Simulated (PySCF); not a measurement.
Compound: C6H6O2.
Geometry (PBE0-D3(BJ)/def2-SVP, Å), atoms numbered from 1 in this order:
```xyz
14
C6H6O2 angstrom
C     -2.8580    1.7521    0.1757
C     -2.4240    0.6343   -0.0181
C     -1.9419   -0.6806   -0.2360
C     -0.6420   -0.9970   -0.3840
O      0.3288   -0.0767   -0.3376
C      1.6463   -0.5160   -0.5136
C      2.5662    0.6739   -0.3673
O      3.7580    0.5903   -0.4586
H     -3.2362    2.7425    0.3470
H     -2.6650   -1.4990   -0.2872
H     -0.3294   -2.0352   -0.5478
H      1.9351   -1.2766    0.2371
H      1.8044   -0.9606   -1.5150
H      2.0336    1.6386   -0.1666
```

Level of theory: PySCF 2.14.0, density-fitted response routines, TDDFT CAM-B3LYP/def2-SVPD, vertical, gas phase, core orbitals frozen in the response.

Transition dipole moments from the ground state, in atomic units and in the frame of the coordinates above (overall signs are arbitrary), for the states with f of 0.002 or more among the lowest 6:

```csv
state,E (eV),μx,μy,μz
S2,5.171,-1.292,0.720,0.209
S4,5.696,-0.759,0.479,0.117
S5,5.753,0.013,0.003,-0.140
S6,6.440,0.010,-0.024,0.186
```

Problem. What oscillator strength does each state have?

Solution. f = (2/3) ΔE |μ|² with ΔE in hartree (27.2114 eV).

```json
{"state": "S2", "|μ|² (au)": "2.232", "|μ| (D)": "3.80", "f": "0.283"}
{"state": "S4", "|μ|² (au)": "0.819", "|μ| (D)": "2.30", "f": "0.114"}
{"state": "S5", "|μ|² (au)": "0.020", "|μ| (D)": "0.36", "f": "0.003"}
{"state": "S6", "|μ|² (au)": "0.035", "|μ| (D)": "0.48", "f": "0.006"}
```

Problem. What angle do the transition dipoles of S2 and S4 make?

Solution. |cos θ| = |μa·μb| / (|μa| |μb|) = 1.00, so θ ≈ 3° (taken between 0 and 90°, since the signs are arbitrary).

Problem. How is the summed strength of these states shared among x, y and z?

Solution. (2/3) Σ ΔE μα² gives 0.292 for x, 0.098 for y and 0.016 for z, 0.405 in all.

Problem. What peak molar absorption coefficient would the strongest computed level give as a lone Gaussian band 0.4 eV wide at half height?

Solution. ε(max) = 2.175×10⁸ f / FWHM, with the width in cm⁻¹. S2: 2.175×10⁸ × 0.2827 / 3226 ≈ 19000 L mol⁻¹ cm⁻¹.

One conformer stands for the species.
